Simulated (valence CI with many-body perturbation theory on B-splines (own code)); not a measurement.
Results of a calculation; reference values are marked as such.
# Hyperfine factors and g values of Os²⁶⁺

Level of theory: configuration interaction combined with many-body perturbation theory (CI+MBPT): four valence electrons over a frozen Dirac-Fock core [Kr] 4d10, a basis of 8 s, 8 p, 9 d, 9 f, 6 g, 3 h, 2 i functions for each j, with the one-electron correlation potential Σ1, the two-electron term Σ2, the three-electron term Σ3, Breit, model QED; selected CI, second order for the rest (own B-spline code, finite nucleus).

No measured spectrum was set against this ion. As an estimate, large intervals hold to a few tenths of a per cent, small ones and those within an open d or f shell to about a per cent. Core correlation moves these levels by up to 4700 cm⁻¹, and in measured spectra 5 to 20 % of such shifts remained as error; rates that hang on mixing are uncertain with them. Only levels of the ground parity were solved; by the run's estimate the other parity begins above the list, which can be wrong where configurations are misplaced.

A/g_I is the dipole constant over the nuclear g factor μ/I (μ in nuclear magnetons, uniformly magnetised nucleus), B/Q the quadrupole constant per barn. Both hold the static response of the core; the bare values leave it out. Large factors of s and p1/2 electrons are usually good to 5 to 10 %; those of open d and f shells near neutrality can be off by tens of per cent, and small factors of p3/2, d and f electrons come from cancelling terms and can be off by a factor of two or in sign, in half-filled shells by more. B is blank for J = 1/2, where it vanishes, and for nearly pure S terms. Energies count from the lowest level. Levels with J = 0 are left out.

Levels are named by their leading jj configuration (3d3/2^4 stands for four electrons in 3d with j = 3/2), which in mixed levels can hold well under half, so a name can repeat and another be missing. Letters in brackets count levels of one name in rising energy.

| Level | E (cm⁻¹) | g | A/g_I (MHz) | A/g_I bare | B/Q (MHz/b) | B/Q bare |
| --- | --- | --- | --- | --- | --- | --- |
| (4f5/2^4) J=4 | 0.0 | 0.649 | 5120 | 4660 | -2450 | -2170 |
| (4f5/2^3 4f7/2) J=5 [a] | 18036 | 0.911 | 3690 | 3640 | -2060 | -1840 |
| (4f5/2^2 4f7/2^2) J=6 [a] | 32497 | 1.049 | 3030 | 3210 | -1600 | -1460 |
| (4f5/2^4) J=2 | 36538 | 0.936 | 4260 | 4350 | 3010 | 2700 |
| (4f5/2^3 4f7/2) J=7 [a] | 43293 | 1.115 | 2790 | 3090 | -700 | -682 |
| (4f5/2^3 4f7/2) J=1 [a] | 45722 | 0.127 | 9300 | 8190 | 748 | 663 |
| (4f5/2^3 4f7/2) J=4 [a] | 47172 | 1.018 | 3590 | 3780 | -3630 | -3240 |
| (4f5/2^3 4f7/2) J=8 [a] | 51794 | 1.146 | 2720 | 3080 | 564 | 412 |
| (4f5/2^3 4f7/2) J=3 [a] | 53378 | 1.131 | 2750 | 3080 | -531 | -486 |
| (4f5/2^3 4f7/2) J=2 [a] | 56765 | 0.597 | 5650 | 5130 | -2300 | -2030 |
| (4f5/2^3 4f7/2) J=2 [b] | 58671 | 1.658 | -288 | 855 | -234 | -251 |
| (4f5/2^3 4f7/2) J=3 [b] | 59859 | 0.940 | 3670 | 3690 | 1520 | 1370 |
| (4f5/2^2 4f7/2^2) J=6 [b] | 64265 | 0.892 | 3730 | 3640 | 386 | 366 |
| (4f5/2^3 4f7/2) J=5 [b] | 67876 | 1.200 | 2250 | 2680 | -1270 | -1200 |
| (4f5/2^3 4f7/2) J=7 [b] | 69014 | 0.982 | 3290 | 3360 | 2090 | 1840 |
| (4f5/2^2 4f7/2^2) J=4 [a] | 71464 | 1.228 | 1950 | 2390 | 3070 | 2720 |
| (4f5/2^3 4f7/2) J=8 [b] | 74623 | 1.035 | 3060 | 3220 | 3960 | 3480 |
| (4f5/2^2 4f7/2^2) J=4 [b] | 82693 | 1.038 | 3130 | 3300 | -1150 | -1020 |
| (4f5/2^2 4f7/2^2) J=2 [a] | 84651 | 1.154 | 2360 | 2690 | 1990 | 1790 |
| (4f5/2^2 4f7/2^2) J=3 [a] | 85568 | 0.883 | 3800 | 3700 | -2530 | -2250 |
| (4f5/2^2 4f7/2^2) J=5 [a] | 86383 | 1.262 | 1730 | 2230 | 3440 | 3040 |
| (4f5/2^2 4f7/2^2) J=1 | 91144 | 1.032 | 3550 | 3770 | -211 | -197 |
| (4f5/2^2 4f7/2^2) J=2 [b] | 92473 | 1.061 | 2140 | 2240 | -772 | -720 |
| (4f5/2^2 4f7/2^2) J=5 [b] | 95366 | 0.954 | 3240 | 3230 | 860 | 734 |
| (4f5/2^2 4f7/2^2) J=8 [a] | 96317 | 1.003 | 3230 | 3330 | 3910 | 3490 |
| (4f5/2^2 4f7/2^2) J=4 [c] | 97251 | 1.200 | 2080 | 2480 | -2960 | -2670 |
| (4f5/2^2 4f7/2^2) J=5 [c] | 97306 | 1.122 | 2750 | 3070 | -848 | -755 |
| (4f5/2^2 4f7/2^2) J=9 | 97346 | 1.047 | 3010 | 3190 | 7200 | 6360 |
| (4f5/2^2 4f7/2^2) J=6 [c] | 97933 | 1.236 | 1990 | 2460 | -597 | -603 |
| (4f5/2^2 4f7/2^2) J=3 [b] | 98149 | 1.255 | 1460 | 1910 | 1100 | 964 |
| (4f5/2 4f7/2^3) J=7 [a] | 101300 | 0.979 | 3070 | 3100 | 1310 | 1180 |
| (4f5/2^3 4f7/2) J=1 [b] | 101650 | 1.497 | -690 | 30.0 | 1610 | 1430 |
| (4f5/2^2 4f7/2^2) J=2 [c] | 104580 | 0.718 | 5750 | 5530 | 844 | 786 |
| (4f5/2^2 4f7/2^2) J=6 [d] | 105600 | 1.100 | 2820 | 3090 | 548 | 468 |
| (4f5/2^2 4f7/2^2) J=8 [b] | 105870 | 1.044 | 2790 | 2930 | 3210 | 2840 |
| (4f5/2^3 4f7/2) J=4 [b] | 107960 | 1.082 | 2620 | 2820 | 1740 | 1520 |
| (4f5/2^2 4f7/2^2) J=2 [d] | 112140 | 1.455 | 143 | 880 | 910 | 797 |
| (4f5/2^2 4f7/2^2) J=7 | 112330 | 1.089 | 2900 | 3160 | 1420 | 1250 |

Q: Take the isotope of mass number 189, with I = 3/2, μ = 0.6576 μN and Q = 0.86 b. What is the hyperfine structure of (4f5/2^3 4f7/2) J=1 [a]?

A: From the table A = 4080 MHz, B = 643 MHz. Shifts from the centre of gravity in MHz: F = 1/2: -9400, F = 3/2: -4720, F = 5/2: 6280.
